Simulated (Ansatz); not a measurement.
(1) Predict a relaxed structure of the cluster Sn4Cl4 (the lowest singlet isomer of a short search), charge 0, singlet, at PBE0-D4/def2-SVP (Ansatz).

Results:

(1) 
Cartesian coordinates in Å:
```
Sn -1.2370 0.3369 -1.6155
Sn -0.6612 0.3248 1.4843
Sn 0.5298 2.6866 -1.0676
Sn -0.3988 -2.3369 -0.5073
Cl 1.3791 2.1601 1.2740
Cl 1.3968 0.5254 -2.1848
Cl -2.2284 -2.2031 1.2237
Cl 1.2196 -1.4938 1.3932
```
 This is one stationary point.

In the def2 sets Sn takes a core potential; there is no spin–orbit coupling. The restricted singlet is unstable towards broken spin symmetry in Hartree–Fock (as tested in another run); at PBE0-D4/def2-SVP this wasn't settled. The structure comes from a short search, and lower isomers may exist.
